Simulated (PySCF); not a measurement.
Exercise with solution: entropy of an ideal gas

ZrOF2, SMILES [O]=[Zr]([F])[F], multiplicity 1.

The structure is a stationary point at PBE-D3(BJ)/def2-TZVP. The spin state was assumed, not searched. The def2 effective core potentials stand for the cores of Zr; spin–orbit coupling is left out.

PBE-D3(BJ)/def2-TZVP in PySCF gives the harmonic wavenumbers 113, 180, 233, 610, 629, 932 cm⁻¹ and the rotational temperatures 0.2955, 0.2121, 0.1358 K. The molar mass is 145.22 g/mol, the symmetry number 1, the spin multiplicity 1.

Problem. Work out the entropy at 298.15 K and 1 atm in the rigid-rotor, harmonic-oscillator model.

Solution. 
Translation (Sackur–Tetrode at 1 atm): S = R[1.5 ln M + 2.5 ln T − 1.16487] = 170.8 J/(mol K).
Rotation: q = (√π/σ) T^1.5/√(θA θB θC) = 98900, S = R[ln q + 3/2] = 108.1 J/(mol K).
Vibration: with u = 1.4388 ν/T, each mode gives R[u/(e^u − 1) − ln(1 − e^−u)]:
```
ν (cm⁻¹)  modes     u  S (J/(mol K))
--------  -----  ----  -------------
113           1  0.55          13.46
180           1  0.87           9.74
233           1  1.12           7.76
610           1  2.94           1.81
629           1  3.04           1.68
932           1  4.50           0.51
```
These are all the modes. Sum 35.0 J/(mol K).
Spin: R ln 1 = 0.0 J/(mol K).
Total 313.9 J/(mol K); the program's own thermochemistry gives 313.9. Translation makes up 54 % and vibration 11 %. Anharmonicity, hindered rotation and orbital degeneracy are left out.
